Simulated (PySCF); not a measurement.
# Ionisation energy of Sn⁺ by level of theory

Sn⁺ [Kr] 4d10 5s2 5p1 [5p1/2^1, M_J = 1/2] → Sn²⁺ [Kr] 4d10 5s2, as a difference of total energies. Calculation: PySCF 2.14, in x2c-TZVPPall-2c with one added diffuse shell each of s, p, d, f type (9s10p6d3f, 90 functions); the two-component X2C-1e Hamiltonian. Correlated levels: [Kr] frozen; the 14 highest virtual spinors dropped. "Screened" scales the spin-orbit matrix elements by Boettger's factors to mimic the two-electron term; Breit and QED terms are absent.

```json
{"method": "GHF (screened spin-orbit)", "ionisation energy (eV)": "14.093", "error (eV)": "-0.540"}
{"method": "GMP2 (screened spin-orbit)", "ionisation energy (eV)": "14.401", "error (eV)": "-0.232"}
{"method": "GCCSD (screened spin-orbit)", "ionisation energy (eV)": "14.450", "error (eV)": "-0.183"}
{"method": "GCCSD(T) (screened spin-orbit)", "ionisation energy (eV)": "14.461", "error (eV)": "-0.172"}
```

Reference: 14.633 eV (measured; NIST Atomic Spectra Database, ionization energies).

Errors of the correlated levels include the incompleteness of this basis and the frozen core.
